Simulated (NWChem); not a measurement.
# C4H5N2 cation; SMILES c1cnc[nH+]c1

All runs: NWChem. Structure relaxed at the PBE0/def2-SVP level. Level: M06-2X/def2-SVP with COSMO at NWChem's default radii, gas-phase geometry; rows give the dielectric constant. Reactions with the solvent are ignored.

```
dielectric constant  electrostatic solvation energy (kcal/mol)
-------------------  -----------------------------------------
1.5                                                      -21.1
2.4                                                      -37.1
7.6                                                      -55.7
25.0                                                     -61.7
78.4                                                     -63.5
```
